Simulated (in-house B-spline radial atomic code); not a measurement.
Configurations of I, with energies counted from [Kr] 4d10 5s2 5p5. Computed with an all-electron radial atomic-structure program (B-spline basis): scalar-relativistic (X2C) BHandHLYP, spin-polarised, spherical fractional occupations, exact exchange averaged over the configuration, Fermi nucleus of rms radius 4.75 fm. Shells without spins written out take the highest spin.

Occupations are held fixed; configurations that lie above the ionisation limit could autoionise.

```
                    configuration  E - E(ref) (eV)  highest orbital  its <r> (bohr)
                [Kr] 4d10 5s1 5p6           11.557          5p down             2.5
            [Kr] 4d10 5s1 5p5 6p1           19.663            6p up           8.142
                 [Kr] 4d9 5s2 5p6           46.019          5p down           2.357
    [Ar] 3d9 4s2 4p6 4d10 5s2 5p6           618.61          5p down           2.329
[Ar] 3d9 4s2 4p6 4d10 5s2 5p5 6p1           628.51            6p up           8.034
```

(1) Order these further configurations by energy, lowest first.
A. [Kr] 4d9 5s2 5p5 6p1
B. [Kr] 4d10 4f1 5s2 5p4
C. [Kr] 4d10 5s1 5p5 6f1
D. [Kr] 4d10 5s2 5p4 6f1
E. [Kr] 4d10 5s1 5p5 5d1

Answers

(1) B (9.6221 eV), D (10.058 eV), E (19.847 eV), C (21.574 eV), A (55.76 eV).
